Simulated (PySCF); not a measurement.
Species: C2H5ClFGa.
Atom-mapped SMILES: `[CH3:1][CH2:2][Ga:3]([F:4])[Cl:5]` (hydrogens: H6, H7, H8 on C1; H9, H10 on C2)

Geometry (PBE0-D3(BJ)/def2-SVP, Å), atoms numbered from 1 in this order:
```xyz
10
C2H5ClFGa angstrom
C     -1.3698    0.0758    0.2504
C     -0.0413   -0.5361    0.6774
Ga     1.5374    0.3347   -0.0677
F      1.4071    1.6647   -1.2021
Cl     3.5751   -0.1621    0.3702
H     -1.5019    0.0534   -0.8416
H     -1.4563    1.1272    0.5629
H     -2.2168   -0.4701    0.6960
H      0.0304   -1.6000    0.3939
H      0.0874   -0.5141    1.7728
```

Computed with PBE0-D3(BJ)/def2-SVP geometry optimisation, gas phase in PySCF.

Take the most abundant isotopes and a rigid rotor. The values belong to one conformer with, in the numbering `[CH3:1][CH2:2][Ga:3]([F:4])[Cl:5]`, C1–C2–Ga3–F4 -3°.

Task: What are A, B and C (GHz)?

Result: Ia = 100.88, Ib = 317.23, Ic = 411.75 u·Å²; 505379 MHz·u·Å²/I gives 5010, 1593 and 1227 MHz, that is A = 5.0096, B = 1.5931, C = 1.2274 GHz.

Task: What kind of rotor is it?

Result: An asymmetric top. Ray's parameter κ = (2B − A − C)/(A − C) = -0.807; −1 is the prolate and +1 the oblate limit.

Task: What does the inertial defect say?

Result: Not planar: Δ = Ic − Ia − Ib = -6.36 u·Å². For a rigid frame Δ = −2 Σ m c², so Σ m c² = 3.18 u·Å² lies off the ab plane: 3.14 from hydrogen and 0.04 from heavier atoms. The atom farthest from that plane is 0.96 Å away.

Task: Give the other two planar moments, Paa and Pbb, and the rms extents of the mass along the axes.

Result: Paa = Σ m a² = (Ib + Ic − Ia)/2 = 314.05 and Pbb = Σ m b² = (Ia + Ic − Ib)/2 = 97.70 u·Å². With the mass M = 151.93 u, the rms extents √(P/M) along a, b and c are 1.44, 0.80, 0.14 Å.

Task: Which types of transition are allowed, and where do some lines up to J = 5 fall?

Result: The dipole components are |μa| = 2.41 D, |μb| = 2.21 D, |μc| = 0.05 D. The squared components, which scale the intensities, stand as 1.00 : 0.83 : 0.00 (a : b : c). Some of the stronger lines:

```csv
type,branch,"J(Ka,Kc)",MHz,lower level (cm⁻¹)
a,Q,"2(1,1) ← 2(1,2)",1097,0.384
b,Q,"2(1,1) ← 2(0,2)",4176,0.281
a,Q,"5(1,4) ← 5(1,5)",5449,1.434
a,R,"3(2,1) ← 2(2,0)",8572,0.763
b,R,"2(1,2) ← 1(0,1)",8692,0.094
b,Q,"3(2,1) ← 3(1,2)",9857,0.721
a,R,"4(1,4) ← 3(1,3)",10499,0.647
a,R,"4(3,1) ← 3(3,0)",11342,1.646
b,Q,"2(2,1) ← 2(1,2)",11347,0.384
b,Q,"3(2,2) ← 3(1,3)",11912,0.647
b,R,"4(1,4) ← 3(0,3)",13122,0.560
a,R,"5(0,5) ← 4(0,4)",13589,0.927
b,Q,"5(2,4) ← 5(1,5)",13635,1.434
a,R,"5(4,1) ← 4(4,0)",14165,2.863
b,R,"2(2,1) ← 1(1,0)",16256,0.220
b,R,"2(2,0) ← 1(1,1)",16650,0.208
b,R,"4(2,3) ← 3(1,2)",20979,0.721
b,R,"3(3,1) ← 2(2,0)",26447,0.763
b,R,"3(3,0) ← 2(2,1)",26476,0.762
b,R,"5(5,0) ← 4(4,1)",46501,2.863
```

Not checked by PBE0-D3(BJ)/def2-SVP frequencies. Zero-point vibration and centrifugal distortion are left out. A rigid rotor knows nothing of internal rotation, which can split or shift real lines. Quadrupole hyperfine structure (35Cl, 69Ga) is left out.
